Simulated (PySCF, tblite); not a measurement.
Calculations on `Cn1c(C#N)n[c]c1` [radical], in the order of a workflow; each names the level of the geometry that it ran on. Settings lines and outputs come from a driver script.

Species: C5H4N3 (doublet state).
Atom-mapped SMILES: `[CH3:1][n:2]1[cH:3][c:4][n:5][c:6]1[C:7]#[N:8]` (hydrogens: H9, H10, H11 on C1; H12 on C3)

Step 1: GFN2-xTB geometry optimisation, gas phase (tblite 0.8.0) (from a force-field or distance-geometry start)
```json
{"job": {"kind": "relax", "xc": "GFN2-xTB", "basis": "xTB"}, "charge": 0, "multiplicity": 2}
```
```
step      E/eV     max force
  0    -581.27392    3.098
  1    -581.40927    3.911
  2    -581.40118    3.512
...
 30    -581.52838    0.011
 31    -581.52839    0.012
 32    -581.52841    0.010
 33    -581.52842    0.012
 34    -581.52842    0.008
```

Energy lowered by 5.9 kcal/mol over 34 steps; largest atomic force 0.008 eV/Å at the end. «max force» is the largest atomic force in eV/Å.

On Arm Neoverse V2, one thread, shared host with 96 logical CPUs at a one-minute load of 21, this took 0.12 s wall.

Step 2: GFN2-xTB harmonic vibrations, gas phase (tblite 0.8.0) (on the GFN2-xTB geometry)
```json
{"job": {"kind": "ir", "xc": "GFN2-xTB", "basis": "xTB"}, "charge": 0, "multiplicity": 2}
```
```
(table of modes left out)
```

30 modes from 30 to 3195 cm⁻¹ (unscaled, harmonic); zero-point energy 51.8 kcal/mol; all wavenumbers are real at this level.

The run took 0.22 s wall on one thread of an Arm Neoverse V2, shared host with 96 logical CPUs at a one-minute load of 21.

Step 3: UKS B3LYP, pcH-1 on C H N, non-relativistic, mean-field spin-orbit, GIAO (PySCF 2.14.0) (on the GFN2-xTB geometry)
```json
{"job": {"kind": "epr", "basis": "pcH-1"}, "charge": 0, "multiplicity": 2}
```
```
...
E = -357.09299316 Eh   <S^2> = 0.7555 (exact 0.7500)
g shifts (ppm)      1          2          3
  rmc          -191       -191       -191
  gc             11         34        -94
  oz_so       -1340        -56       1104
  total       -1520       -212        820
hyperfine (MHz)  atom isotope    a_iso     a_fc   dipolar eigenvalues
    0   13C       0.23       0.23     -0.69     -0.64      1.33
    1   14N       5.38       5.38     -2.31     -0.66      2.98
    2   13C     137.49     137.49    -16.00     -5.47     21.47
    3   13C     656.91     656.91    -67.91    -53.20    121.11
    4   14N      92.51      92.51     -5.74     -2.29      8.03
    5   13C     108.17     108.17     -5.79     -5.36     11.15
    6   13C      -0.45      -0.45     -0.79     -0.62      1.41
    7   14N       0.02       0.02     -0.44     -0.06      0.50
    8    1H       7.25       7.25     -1.17     -0.56      1.73
    9    1H      -1.14      -1.14     -1.16     -0.89      2.05
   10    1H       1.75       1.75     -1.21     -1.03      2.24
   11    1H      -0.12      -0.12     -6.58     -4.54     11.13
```

⟨S²⟩ 0.756; g_iso 2.0020. rmc, gc and oz_so are the mass-correction, gauge-correction and orbital-Zeeman/spin–orbit parts of the g shift along its three principal axes; a_iso is the isotropic hyperfine coupling and a_fc its Fermi-contact part. The log counts atoms from 0, this text from 1.

The run took 39 s of wall time (grids of density and orbitals included) on one thread of an Arm Neoverse V2, shared host with 96 logical CPUs at a one-minute load of 21, and the process peaked at 0.88 GiB of memory.

Geometry of the electronic-property runs (GFN2-xTB):
```
atom  x, y, z in Å
C1     1.443   -0.031    0.128
N2     0.046   -0.323   -0.040
C3    -0.508   -1.548   -0.304
C4    -1.850   -1.312   -0.407
N5    -2.145   -0.046   -0.229
C6    -0.991    0.571   -0.004
C7    -0.823    1.937    0.245
N8    -0.660    3.054    0.454
H9     1.553    0.913    0.661
H10    1.938    0.053   -0.843
H11    1.921   -0.827    0.699
H12    0.076   -2.439   -0.386
```

 (This holds for the electronic-property runs.)
